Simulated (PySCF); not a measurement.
Computed shifts of a molecule C₄H₇FSi, PBE/pcSseg-1 in PySCF, GIAO, gas phase, atoms alike by connectivity averaged where their shifts nearly agree, in ppm (number of nuclei): ¹³C: 225.0 (1), 83.9 (1), 72.8 (1), -1.5 (1). ²⁹Si: 12.3 (1). ¹⁹F: -217.9 (1). ¹H: 5.70 (1), 5.62 (1), 4.91 (2), 0.67 (3). References: ¹³C against TMS (σ = 182.0 ppm); ²⁹Si against TMS (σ = 335.4 ppm); ¹⁹F against CFCl3 (σ = 133.6 ppm); ¹H against TMS (σ = 31.49 ppm), references at their B3LYP-D3(BJ)/def2-TZVP geometries, non-relativistic. The structure is a stationary point at PBE0-D3(BJ)/def2-SVP. One conformer was computed; it need not be the lowest.

Question: Identify the compound among the candidates.
(A) C=C/C([SiH3])=C\F
(B) C=C=C[Si@H](C)F
(C) C#C[C@H](F)[SiH2]C
(D) C[C@H]1C=C(F)[SiH2]1

Answer: B, C=C=C[Si@H](C)F
